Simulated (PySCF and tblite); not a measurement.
The numbers below are computed, except where a source is named.
System: C₇H₅BF₂, numbered as in [F:1][B:2]([F:3])/[CH:4]=[CH:5]/[C:6]#[C:7][C:8]1=[CH:9][CH2:10]1.

Level: PBE0/pcSseg-1 + D3(BJ), IEF-PCM acetone on GFN2-xTB stationary points, with GFN2-xTB thermal terms. Rates follow Eyring's equation with the number of equivalent paths and no tunnelling. Run with tblite and PySCF.

Task: How high is the barrier to the rotation about the B2–C4 bond (torsion F1–B2–C4–C5 from 0° to 180°, rising), through which structure does it pass, and what rate follows at 298 K?

Result: The electronic barrier is 6.1 kcal/mol and ΔG‡(298 K) 6.3 kcal/mol, over a C1 saddle with an imaginary mode of 118i cm⁻¹ (GFN2-xTB). With 2 equivalent paths, k is 2.9×10⁸ s⁻¹, a mean lifetime of the start of 3.5 ns against this motion.
